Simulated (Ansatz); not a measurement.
Gas-phase electronic energies from Ansatz, PBE0-D4/def2-TZVP geometries. CCSD(T)/CBS is the MP2 limit (def2-TZVPP, def2-QZVPP) plus CCSD(T) − MP2 in def2-TZVPP, frozen cores. This one scheme is used for every species. Functionals use def2-TZVPP. Each species was taken in one conformer, which may not be the lowest.

Consider the formal exchange of groups at the Al–B bond: `F[BH][AlH][F]` + `CF` → `F[CH2][AlH][F]` + `BF`.

```csv
level,ΔE (eV)
LDA (SPW92),-0.14
BLYP-D4,-0.18
PBE0,-0.11
HF/def2-SVP,-0.13
MP2/def2-SVP,-0.20
SCS-MP2/def2-TZVPP,-0.19
CCSD/def2-TZVPP,-0.15
CCSD(T)/def2-TZVPP,-0.15
```

(1) What does CCSD(T)/CBS give? (Estimate.)

(2) What do rigid-rotor, harmonic-oscillator terms from PBE0-D4/def2-TZVP frequencies (298.15 K, 1 bar) make of the CCSD(T)/CBS value? (Estimate.)

Largest T1 diagnostic among the species: 0.014.

Answers

(1) Ansatz gave: -0.16 eV. The listed levels differ from it by 0.02, -0.02, 0.05, 0.03, -0.04, -0.03, 0.01, 0.01 eV.

(2) Ansatz gave: ΔZPE = -0.07 eV, ΔH = -0.23 eV, ΔS = -6 J/(mol·K), ΔG = -0.22 eV. Modes under 50 cm⁻¹ make the entropy rough.

Leaving LDA and LC-ωPBE aside and taking each functional with its dispersion term where it has one, the values, not all of them listed here, spread over 0.10 eV, from ωB97M-V to PBE-D4.
